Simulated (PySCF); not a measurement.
SMILES C=C[SiH2][SiH2]S (C₂H₈SSi₂), GFN2-xTB optimised geometry.

```
13

C      1.84     0.77     2.63
C      2.56     0.25     1.65
Si     1.85    -0.34     0.00
Si    -0.45    -0.34     0.00
S     -1.14     1.72     0.00
H      2.28     1.11     3.56
H      0.77     0.90     2.55
H      3.63     0.16     1.78
H      2.43     0.49    -1.07
H      2.32    -1.72    -0.23
H     -1.12    -0.94     1.16
H     -1.10    -0.93    -1.18
H     -2.43     1.45    -0.07
```

Density from PySCF with CAM-B3LYP/def2-TZVP at that geometry.

Minimum of the electron density along straight lines between bonded atoms, close to the bond critical point (lines longer than 1.1 times the sum of covalent radii, or with two minima, are not listed):

| bond | length / Å | ρ at the minimum / e bohr⁻³ | ∇²ρ there / e bohr⁻⁵ | position (fraction from the first atom) |
|---|---|---|---|---|
| C1–C2 | 1.324 | 0.358 | -1.12 | 0.50 |
| C2–Si3 | 1.884 | 0.120 | 0.18 | 0.61 |
| Si3–Si4 | 2.308 | 0.100 | -0.17 | 0.37 |
| Si4–S5 | 2.167 | 0.095 | ? | 0.36 |
| C1–H6 | 1.080 | 0.288 | -1.04 | 0.65 |
| C1–H7 | 1.079 | 0.290 | -1.05 | 0.65 |
| C2–H8 | 1.084 | 0.283 | -0.99 | 0.64 |
| Si3–H9 | 1.470 | 0.124 | 0.16 | 0.49 |
| Si3–H10 | 1.471 | 0.123 | 0.18 | 0.49 |
| Si4–H11 | 1.465 | 0.125 | 0.17 | 0.49 |
| Si4–H12 | 1.465 | 0.126 | 0.17 | 0.49 |
| S5–H13 | 1.322 | ? | ? | 0.63 |

Task: Fill in the missing entries.

Result: 
- Si4–S5, ∇²ρ there / e bohr⁻⁵: 0.08
- S5–H13, ρ at the minimum / e bohr⁻³: 0.222
- S5–H13, ∇²ρ there / e bohr⁻⁵: -0.67
